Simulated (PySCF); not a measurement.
Geometry:
```tsv
atom	x (Å)	y (Å)	z (Å)
C1	2.962	-1.188	-1.490
C2	2.153	-0.382	-0.809
Si3	2.595	1.263	0.016
C4	0.754	-0.682	-0.604
N5	0.107	0.172	0.061
C6	-1.299	0.057	0.375
C7	-1.661	1.305	1.187
C8	-2.136	0.016	-0.912
C9	-1.562	-1.201	1.213
H10	4.002	-0.951	-1.635
H11	2.621	-2.115	-1.931
H12	1.832	2.346	-0.596
H13	4.027	1.488	-0.242
H14	2.385	1.169	1.457
H15	0.336	-1.608	-1.024
H16	-1.458	2.198	0.601
H17	-1.056	1.345	2.089
H18	-2.712	1.291	1.464
H19	-1.898	-0.867	-1.501
H20	-1.930	0.898	-1.515
H21	-3.196	-0.004	-0.669
H22	-1.318	-2.100	0.650
H23	-0.951	-1.181	2.113
H24	-2.609	-1.248	1.501
```

[PySCF 2.14: σ from GIAO-PBE0/pcSseg-1; geometry from GFN2-xTB; gas phase; averaged over atoms made equivalent by symmetry, fast rotation or ring inversion; one conformer; no relativistic terms]

Scale: 13C (186.93 ppm) and 1H (31.72 ppm) and 29Si (349.16 ppm) against TMS; 15N (267.73 ppm) against NH3 (reference shieldings calculated alike).

```csv
atoms,nucleus,count,Hirshfeld charge,δ (ppm)
H16/H17/H18/H19/H20/H21/H22/H23/H24,1H,9,0.04,1.32
H15,1H,1,0.05,8.46
H11,1H,1,0.05,?
C7/C8/C9,13C,3,-0.12,?
C4,13C,1,0.04,?
H12/H13/H14,1H,3,-0.08,4.13
C2,13C,1,-0.09,157.6
N5,15N,1,-0.10,418.5
C6,13C,1,0.07,?
C1,13C,1,-0.08,142.7
H10,1H,1,0.05,6.67
Si3,29Si,1,0.28,-80.2
```

Fill in the missing shifts.

## Answers


- C4: 170.3 ppm, C=N carbon
- C6: 56.3 ppm, fully substituted sp3 carbon bonded to N; the inductive effect lowers its shielding
- C7/C8/C9: 32.5 ppm, methyl carbon; saturated and bonded to C and H only
- H11: 6.52 ppm, hydrogen on a terminal =CH2 carbon; olefinic region

Shifts are as computed. Against solution values, carbons near 30 ppm lie about +3 ppm off and those near 130 ppm about +5 ppm. Of 1211 compounds with measured shifts, 218 miss one by over three times the rms of a fit or turn the order of signals round; such compounds aren't used in these exercises. Experimental scales use liquid or dissolved standards, which lie at an offset from isolated NH3 (liquid NH3: subtract about 20 ppm). Unscaled 15N shifts of sp2 nitrogen come out 20 to 40 ppm too high even then.
